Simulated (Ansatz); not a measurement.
Isomers of C4H3N. All species are isolated molecules in the gas phase. Strings in code marks are SMILES.

Quantity: electronic energy of isomers of C4H3N relative to `CC#CC#N`, in eV. The restricted reference of `CC#CC#N` is unstable towards unrestricted orbitals.

Case: `C#CN=C=C`. Geometry of `C#CN=C=C` (neutral, multiplicity 1, Å):

```xyz
8

C      1.6827     0.7138     2.1886
C      1.1164     0.5726     1.1380
N      0.5889     0.5023    -0.0805
C     -0.3994    -0.0893    -0.4882
C     -1.4262    -0.6721    -1.0356
H      2.1611     0.8169     3.1302
H     -1.3383    -1.6713    -1.4406
H     -2.3851    -0.1728    -1.0720
```

Estimate the electronic energy of isomers of C4H3N relative to `CC#CC#N` that HF/cc-pVTZ // B3LYP-D3(BJ)/def2-TZVP (Ansatz, a program for electronic structure) returns for this input.

1.78 eV.
